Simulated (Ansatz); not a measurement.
Ansatz (a program for electronic structure) input:
A basis named .json is the Basis Set Exchange file of that set.

Ansatz 0.2 input:
```yaml
crystal:
  periodic: [false, false, false]
  atoms:
    - {symbol: C, position_ang: [1.85178021, 0.02775640, -1.04315612]}
    - {symbol: Ga, position_ang: [0.01689800, 0.06534889, -0.33288973]}
    - {symbol: C, position_ang: [-1.74051153, 0.39710113, -1.15395056]}
    - {symbol: Cl, position_ang: [-0.09201668, -0.35245532, 1.81590432]}
    - {symbol: H, position_ang: [1.87880312, 0.20440189, -2.11781562]}
    - {symbol: H, position_ang: [2.44825751, 0.79031394, -0.53979594]}
    - {symbol: H, position_ang: [2.30380764, -0.94094555, -0.82563275]}
    - {symbol: H, position_ang: [-2.34984751, -0.50476405, -1.07390546]}
    - {symbol: H, position_ang: [-2.25234141, 1.19035458, -0.60771156]}
    - {symbol: H, position_ang: [-1.65584597, 0.67741869, -2.20329057]}
basis:
  gaussian:
    orbitals: def2-TZVPP
    fitting: {mean_field: def2-universal-jkfit, correlation: def2-TZVPP-RIFIT.json}
magnetization: {spin_polarized: false}
correlation: {method: mp2, electrons: outside_noble_gas}
```

Question: What final total energy does it print?

Answer: -2462.71721 Eh (RI-MP2/def2-TZVPP). The basis has 236 functions.
